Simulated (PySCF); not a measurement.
Fractional electron number in V⁺ (vanadium, charge +1)

The 3d alpha orbital of [Ar] 3d4 is emptied in steps (occupation f), with all orbitals relaxed, ending at [Ar] 3d3. Calculation: PySCF 2.14, in aug-cc-pVDZ (7s6p4d2f, 59 functions); no relativity, point nucleus. The exact energy is a straight line in f; departures are measured from the line between the end points of the same method.

```
  f  BHandHLYP (eV)  B3LYP (eV)
  1           0.000       0.000
0.8          -0.345      -0.719
0.6          -0.530      -1.096
0.4          -0.541      -1.113
0.2          -0.368      -0.752
  0           0.000       0.000
```

Task: For BHandHLYP, how does the orbital energy at f = 1 compare with the removal energy?

Result: −ε = 12.462 eV against a total-energy difference of 14.556 eV. By Janak's theorem ε = ∂E/∂f, so the gap between them reflects the curvature. Along the path −ε is 13.218 (f = 0.8), 14.056 (f = 0.6), 14.953 (f = 0.4), 15.900 (f = 0.2) eV.

```
   method  E(f=0) − E(f=1) (eV)  −ε at f=1 (eV)  −ε at f=0.4 (eV)
BHandHLYP                14.556          12.462            14.953
    B3LYP                15.106          10.694            15.953
```

Reference removal energy between the ground levels: 14.634 ± 0.007 eV (measured; NIST Atomic Spectra Database, ionization energies). The calculation has no spin-orbit coupling. The determinant left behind need not be the lowest term of the ion.
